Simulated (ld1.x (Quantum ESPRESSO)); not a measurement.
Which change was made? (Si, RRKJ)

ld1.x (Quantum ESPRESSO) 7.5 input, shortened:

```
&input
   title='Si', zed=14., rel=1, dft='PBE', iswitch=3,
   config='[Ne] 3s1 3p3'
 /
 &inputp
   pseudotype=2, tm=.false., lloc=0,
   nlcc=.true., new_core_ps=.true.
 /
2
3P  2  1   3.00   0.00  1.70  1.70  0.0
3S  1  0   1.00   0.00  1.80  1.80  0.0
 &test
   configts(1)='3s1 3p3'
 /
```

Cutoffs, loose and tight: the cutoffs (Ry, on a coarse ladder) from which the occupation-weighted sum of valence levels, in a spherical-Bessel basis at the reference potential, stays within 10 and 1 mRy of its value at 400 Ry. They do not see the model core or the augmentation charge, which bear on the density cutoff. Test errors are all-electron minus pseudo excitation energies from the reference, over the configurations 3s2 3p2; 3s2 3p1; 3s2 3p0; 3s0 3p4; 3s1 3p0; 3s2 3p1.5; 3s1 3p2; variants that change the core or the reference have their own tests.

The base gives: outcome: generated; cutoff, loose: 12 Ry; cutoff, tight: 35 Ry; bound ghosts: none; largest test error (meV): +53.

Task: After one change the result is: outcome: generated; cutoff, loose: 15 Ry; cutoff, tight: 25 Ry; bound ghosts: none; largest test error (meV): +136. Which change was it?
A. all radii but the core radius scaled by about 0.89 (s 1.60, p 1.52 bohr)
B. all radii but the core radius scaled by about 0.80 (s 1.44, p 1.36 bohr)
C. all radii but the core radius scaled by about 1.30 (s 2.34, p 2.20 bohr)
D. all radii but the core radius scaled by about 1.19 (s 2.14, p 2.02 bohr)

Result: C. The others give: all radii but the core radius scaled by about 0.89 (s 1.60, p 1.52 bohr) → outcome: generated; cutoff, loose: 35 Ry; cutoff, tight: 50 Ry; bound ghosts: none; largest test error (meV): +39 | all radii but the core radius scaled by about 1.19 (s 2.14, p 2.02 bohr) → outcome: generated; cutoff, loose: 18 Ry; cutoff, tight: 30 Ry; bound ghosts: none; largest test error (meV): +99 | all radii but the core radius scaled by about 0.80 (s 1.44, p 1.36 bohr) → outcome: generated; cutoff, loose: 55 Ry; cutoff, tight: 70 Ry; bound ghosts: none; largest test error (meV): +36.
